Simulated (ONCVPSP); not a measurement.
Ta (Z = 73), ONCV: configuration errors across variants

- Element: tantalum
- Generator: ONCVPSP 4.0.1
- Type: optimised norm-conserving Vanderbilt (ONCV)
- Functional: Wu-Cohen
- Relativity: scalar-relativistic
- Frozen core: [Xe] 4f14
- Valence charge: 5
- Reference configuration: 5d3 6s1 (charge +1)
- Partial waves: 6s: rc 2.70 bohr, ncon 3, nbas 6, qcut 2.4 1/bohr, 2 projectors, debl 2.5 Ha; p scattering state at 0.19 Ha: rc 2.65 bohr, ncon 4, nbas 7, qcut 3.3 1/bohr, 3 projectors, debl 2.8 Ha; 5d: rc 2.00 bohr, ncon 4, nbas 7, qcut 5 1/bohr, 1 projector
- Local potential: polynomial inside 1.45 bohr (lpopt 5, dvloc0 -1 Ha)
- Core correction: Teter function, fcfact 3, rcfact 1.6

In the p channel the program set the typed energies aside and used 0.050, 2.850, 5.650 Ha.

All-electron excitation energies from the reference (eV): (1) 5d3 6s2 -8.521; (2) 5d3 6s0 14.965; (3) 5d2 6s0 38.572; (4) 5d3 6s0 6p2 0.201.

2 further variants failed, have other tests or too few solved ones, and are left out.

A true bound ghost makes a file unfit for plane-wave use even where its test errors are small: the radial tests pick states by their node count and pass the ghost by.

Errors AE − PS in meV (a dash: test not solved or not reliable):

```tsv
change	(1)	(2)	(3)	(4)	bound ghosts	GHOST(+) flags above zero
base	-72	-176	-536	-53	s	s, p
d: nbas 8	-72	-176	-536	-53	s	s, p
core correction Teter function, fcfact 3.2, rcfact 1.6	-76	-183	-558	-59	s	s, p
s: rc 3.86	-72	-210	-713	-85	s	s, p
core correction Teter function, fcfact 3, rcfact 1.64	-88	-194	-582	-79	s	s, p
```

Task: Give the same row for: s: rc 3.48.

Result: -73, -192, -637, -72; bound ghosts: s; GHOST(+) flags above zero: s, p.
